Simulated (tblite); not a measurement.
Compound: C₄H₁₀AsGe (doublet state).
SMILES with atom numbers: `[CH3:1][C@H:2]1[CH2:3][CH2:4][Ge:5]1[AsH2:6]` (hydrogens: H7, H8, H9 on C1; H10 on C2; H11, H12 on C3; H13, H14 on C4; H15, H16 on As6)

Computed with GFN2-xTB (tblite), gas phase: L-BFGS steps from a force-field or distance-geometry start until the largest atomic force falls under 0.01 eV/Å.

Step 78: E = -487.5005 eV
```
atom  x, y, z in Å  |  force x, y, z in eV/Å
C1     -0.0341    1.9002   -0.2493    0.008  -0.018  -0.005
C2     -0.5998    0.6989    0.4710   -0.011  -0.021  -0.005
C3     -1.2040   -0.3983   -0.4089    0.000  -0.018   0.003
C4     -0.9988   -1.6657    0.4167    0.010   0.000   0.005
Ge5     0.6495   -0.7637    1.2180    0.022   0.035   0.018
As6     2.3865   -0.9546   -0.5572   -0.035   0.017  -0.004
H7      0.5436    2.5190    0.4379   -0.013   0.010  -0.026
H8     -0.8260    2.5175   -0.6785    0.000  -0.009   0.006
H9      0.6198    1.5788   -1.0638    0.038   0.011   0.018
H10    -1.3262    1.0185    1.2209   -0.007  -0.011  -0.001
H11    -0.6312   -0.4732   -1.3394   -0.026   0.040  -0.003
H12    -2.2532   -0.2132   -0.6646    0.010   0.002  -0.005
H13    -1.8051   -1.7985    1.1350   -0.002  -0.014   0.008
H14    -0.8909   -2.5795   -0.1642   -0.005  -0.005  -0.012
H15     3.0168    0.3305   -0.1006    0.018  -0.005  -0.005
H16     3.3455   -1.7078    0.3155   -0.007  -0.014   0.008
```

Step 79: E = -487.5008 eV
```
atom  x, y, z in Å  |  force x, y, z in eV/Å
C1     -0.0343    1.8991   -0.2509    0.003  -0.017   0.004
C2     -0.6003    0.6999    0.4716   -0.015  -0.036   0.003
C3     -1.2040   -0.3971   -0.4079   -0.005  -0.044  -0.001
C4     -0.9968   -1.6659    0.4164   -0.005  -0.001  -0.003
Ge5     0.6497   -0.7619    1.2181    0.028   0.030   0.019
As6     2.3859   -0.9486   -0.5574   -0.031   0.011  -0.002
H7      0.5436    2.5187    0.4348   -0.002   0.019  -0.019
H8     -0.8265    2.5154   -0.6797   -0.011   0.004  -0.005
H9      0.6183    1.5759   -1.0654    0.043   0.011   0.014
H10    -1.3269    1.0187    1.2210   -0.009   0.002   0.006
H11    -0.6310   -0.4682   -1.3386   -0.033   0.025  -0.004
H12    -2.2542   -0.2150   -0.6623    0.016   0.009  -0.008
H13    -1.8028   -1.8001    1.1349    0.003  -0.005   0.008
H14    -0.8918   -2.5800   -0.1651    0.007   0.007  -0.012
H15     3.0230    0.3302   -0.0927    0.018  -0.003  -0.004
H16     3.3401   -1.7123    0.3117   -0.007  -0.013   0.005
```

Step 80: E = -487.5013 eV
```
atom  x, y, z in Å  |  force x, y, z in eV/Å
C1     -0.0348    1.8977   -0.2523   -0.004  -0.008   0.011
C2     -0.6016    0.7005    0.4726   -0.014  -0.035   0.008
C3     -1.2043   -0.3962   -0.4067   -0.008  -0.053  -0.003
C4     -0.9938   -1.6661    0.4157   -0.014  -0.003  -0.008
Ge5     0.6506   -0.7586    1.2188    0.023   0.016   0.015
As6     2.3848   -0.9442   -0.5572   -0.021   0.000   0.002
H7      0.5433    2.5186    0.4313    0.006   0.025  -0.007
H8     -0.8269    2.5135   -0.6811   -0.017   0.009  -0.013
H9      0.6175    1.5733   -1.0663    0.042   0.006   0.011
H10    -1.3284    1.0189    1.2218   -0.009   0.015   0.008
H11    -0.6321   -0.4610   -1.3381   -0.032   0.002  -0.009
H12    -2.2552   -0.2170   -0.6597    0.013   0.014  -0.007
H13    -1.7997   -1.8025    1.1346    0.008   0.002   0.004
H14    -0.8911   -2.5798   -0.1675    0.019   0.017  -0.008
H15     3.0300    0.3283   -0.0883    0.018   0.004  -0.002
H16     3.3339   -1.7165    0.3110   -0.010  -0.011  -0.003
```

Task: Estimate the geometry and energy of step 81. (The exact step hangs on the optimiser's Hessian estimate; all steps are aligned on step 80, rigid shifts and turns removed.)

Result: E = -487.5016 eV, largest force 0.036 eV/Å
```
atom  x, y, z in Å  |  force x, y, z in eV/Å
C1     -0.0358    1.8965   -0.2532   -0.007   0.002   0.013
C2     -0.6035    0.7007    0.4739   -0.007  -0.017   0.006
C3     -1.2049   -0.3963   -0.4056   -0.009  -0.035  -0.005
C4     -0.9912   -1.6665    0.4149   -0.013  -0.005  -0.006
Ge5     0.6518   -0.7555    1.2195    0.009   0.001   0.008
As6     2.3835   -0.9418   -0.5573   -0.005  -0.005   0.012
H7      0.5433    2.5187    0.4283    0.006   0.026   0.004
H8     -0.8273    2.5124   -0.6827   -0.015   0.004  -0.015
H9      0.6175    1.5714   -1.0664    0.032   0.000   0.013
H10    -1.3302    1.0193    1.2231   -0.005   0.019   0.003
H11    -0.6340   -0.4547   -1.3379   -0.025  -0.020  -0.013
H12    -2.2560   -0.2184   -0.6578    0.003   0.013  -0.003
H13    -1.7964   -1.8042    1.1343    0.011   0.001   0.001
H14    -0.8891   -2.5792   -0.1703    0.025   0.018  -0.002
H15     3.0364    0.3262   -0.0861    0.014   0.006  -0.004
H16     3.3280   -1.7197    0.3119   -0.014  -0.009  -0.014
```

The energy changes by -0.0003 eV. The first-order estimate −F·Δx gives -0.0005 eV and the mean of the old and new forces, exact on a quadratic surface, -0.0003 eV. The step makes an angle of 73° with the force vector and moves no atom by more than 0.007 Å.

What follows is the cost of the whole relaxation. Hardware: one thread of an Arm Neoverse V2, on a shared host. Cost: 0.77 s.
